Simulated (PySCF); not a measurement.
# Dipole response of Bi (bismuth, neutral)

[Xe] 4f14 5d10 6s2 6p3, high-spin 4S determinant. Calculation: PySCF 2.14, in aug-cc-pwCVTZ-DK3 (11s10p8d5f1g, 125 functions); scalar relativity by spin-free X2C-1e. Coupled (time-dependent) response in atomic units; α is the mean over directions.

| method | mean α (bohr³) | C₆ (like pair) | S(−4) |
| --- | --- | --- | --- |
| PBE0 | 52.10 | 629.2 | 788.9 |

S(−4) is the Cauchy moment in α(ω) = α(0) + S(−4) ω² + …

Reference α: 48 ± 4 bohr³ (recommended; Schwerdtfeger and Nagle, table of static dipole polarizabilities (2023 update)). Published C₆: 513.0 (Gould and Bucko (2016)).

α(iu) at PBE0:

```csv
u (hartree),α(iu) (bohr³)
0,52.10
0.0500,50.23
0.100,45.57
0.200,34.40
0.300,25.57
0.500,15.37
0.750,9.567
1.00,6.724
1.50,4.056
2.00,2.801
3.00,1.605
5.00,0.7332
```

Spin-orbit coupling, which splits the p, d and f shells strongly at this Z, is absent. Spin-orbit coupling is strong in this species (close to jj coupling), so the high-spin LS determinant is a model state, not a physical level.
